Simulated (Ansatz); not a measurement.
Single points on C4H9GeNO⁻, that is Ge(NCO)Me3 with one electron more.

```yaml
crystal:
  periodic: [false, false, false]
  atoms:
    - {symbol: Ge, position_ang: [0.007775, 0.001268, -0.099334]}
    - {symbol: N, position_ang: [0.021643, 0.003369, 1.737480]}
    - {symbol: C, position_ang: [-0.022220, -0.003895, 2.930175]}
    - {symbol: O, position_ang: [-0.057099, -0.009590, 4.103652]}
    - {symbol: C, position_ang: [1.870479, 0.006005, -0.653224]}
    - {symbol: H, position_ang: [1.944763, 0.000448, -1.751098]}
    - {symbol: H, position_ang: [2.387289, -0.882361, -0.262427]}
    - {symbol: H, position_ang: [2.380316, 0.902475, -0.271904]}
    - {symbol: C, position_ang: [-0.932834, 1.614413, -0.638707]}
    - {symbol: H, position_ang: [-0.973060, 1.686456, -1.736035]}
    - {symbol: H, position_ang: [-0.419327, 2.504623, -0.247730]}
    - {symbol: H, position_ang: [-1.961448, 1.605687, -0.250236]}
    - {symbol: C, position_ang: [-0.923910, -1.618022, -0.636049]}
    - {symbol: H, position_ang: [-1.949001, -1.618956, -0.238261]}
    - {symbol: H, position_ang: [-0.399779, -2.505514, -0.253082]}
    - {symbol: H, position_ang: [-0.973577, -1.686385, -1.733230]}
basis:
  gaussian: {orbitals: def2-TZVPD}
total_charge: -1
magnetization: {spin_polarized: true, initial_magnetization: 1}
hamiltonian: {xc: pbe0, dispersion: d4}
scf: {omitted_lower_state_checks: [starts]}
output: {orbitals: {seedname: orbitals}}
```

The file start.molden holds the orbitals of an earlier run on this structure, at another level or in another basis.

```sh
$ ansatz run in.yaml --threads 4 --pin off --events-out ev --progress --plain --max-ram 4787MiB
```

Shortened log:

```
Functional definition: PBE0
1944 factors; their error is unknown
mean field evaluation 1: about -64324.6117 eV, gradient 5.6e1 eV
mean field evaluation 2: about -64318.8241 eV, gradient 6.7e1 eV
mean field evaluation 4: about -64337.4763 eV, gradient 4.8e0 eV
mean field evaluation 8: about -64337.5675 eV, gradient 1.5e-1 eV
mean field evaluation 16: about -64337.7958 eV, gradient 3.1e-3 eV
a density is far from that of the atoms, so the factors are made again for it
2478 factors; integrals over basis functions are off by at most 1.3e-3 eV
mean field evaluation 32: about -64337.7966 eV, gradient 2.0e-5 eV
mean field -64337.79661573 eV, -2364.3704159034 hartree, gradient 2.1e-5 eV, S^2 0.750224; 0 other end points of the search recorded, 0 dependent functions left out
reference -64337.79665839 eV, -2364.3704174708 hartree; 41, 40 occupied and 319, 320 virtual orbitals, 2478 factors
Total energy: -64338.14154702 eV, -2364.3830918942 hartree
Checks for a lower state left out: starts
```

It took 1.9 min on 4 threads of Intel Xeon on a shared host, peak host memory 2.3 GiB.

First input, but with `gaussian: {orbitals: def2-TZVPD, initial_orbitals: start.molden}`, `hamiltonian: {xc: pbe, dispersion: d4}` (abridged; 37 s):

```
Functional definition: PBE
a density is far from that of the atoms, so the factors are made again for it
mean field -64335.93548679 eV, -2364.3020206761 hartree, gradient 1.6e-5 eV, S^2 0.750194
Total energy: -64336.33633187 eV, -2364.3167514614 hartree
Checks for a lower state left out: starts
```

The first input with `gaussian: {orbitals: def2-TZVPD, initial_orbitals: start.molden}`, `hamiltonian: {xc: {name: PBE-QIDH}}` and without the key `output` (abridged; 3.2 min):

```
Functional definition: PBE-QIDH
a density is far from that of the atoms, so the factors are made again for it
mean field evaluation 16: about -64313.5684 eV, gradient 1.2e-2 eV
mean field -64313.56840158 eV, -2363.4800454558 hartree, gradient 2.9e-6 eV, S^2 0.750364; 1 other end points of the search recorded, 0 dependent functions left out
15 core orbitals not correlated: weight in the atoms' cores, before any rotation towards them, 1.000 or more for the frozen orbitals, at most 0.000 for the correlated occupied ones
second order -42.03644965 eV of doubles, -0.00000000 eV of singles
Total energy: -64327.58056826 eV, -2363.9949830835 hartree
Checks for a lower state left out: starts
```

Geometry: PBE0-D4/def2-SVP, that of the neutral singlet.

Correlated methods freeze 15 core orbitals; core or outer-core shells of Ge are correlated, in sets that lack core-valence functions. At PBE0-D4/def2-TZVPD, PBE-D4/def2-TZVPD the highest occupied level of the charge -1 doublet lies above zero (up to 1.99 eV). By energy differences it is unbound by 0.60 eV (vertical, against the charge 0 singlet, at PBE-D4/def2-TZVPD) and held by the finite basis.
